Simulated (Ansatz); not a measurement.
Gas-phase reaction in SMILES: SS (H2S2) -> [S-]S + H+

Quantity: gas-phase deprotonation energy (enthalpy at 298 K), in kcal/mol. Terms: LANL2DZ with its own core potentials from Na on; no spin-orbit coupling; 6-311+G** with 5d, 6d on Na to Ar in Ansatz (a quantum-chemistry and plane-wave program); no dispersion term unless named; six Cartesian d functions in 6-31G* and its kin unless marked 5d; non-relativistic. First-principles rows: single points at B3LYP-D3(BJ) geometries (Ansatz), with unscaled harmonic terms from B3LYP/6-31G* at its own minima. Anions need diffuse functions, which STO-3G, LANL2DZ, def2-SVP, cc-pVDZ and Pople sets without + lack.

```tsv
level	program	gas-phase deprotonation energy (enthalpy at 298 K) (kcal/mol)
B3LYP/STO-3G	Ansatz	479.6
B3LYP/3-21G	Ansatz	334.1
B3LYP/LANL2DZ	Ansatz	334.1
B3LYP/6-31G	Ansatz	332.5
B3LYP/6-31G*	Ansatz	346.6
B3LYP/6-31+G*	Ansatz	338.5
B3LYP/6-31G**	Ansatz	348.6
B3LYP/def2-SVP	Ansatz	358.9
B3LYP/cc-pVDZ	Ansatz	353.1
B3LYP/6-311+G**	Ansatz	341.0
B3LYP/def2-TZVPD	Ansatz	342.9
```

No value to compare with is used here. The 10 habitual levels span 332.5 (B3LYP/6-31G) to 479.6 kcal/mol (B3LYP/STO-3G); B3LYP/def2-TZVPD gives 342.9.

The sets are all those run for this method; runs whose electronic state is in doubt are left out.
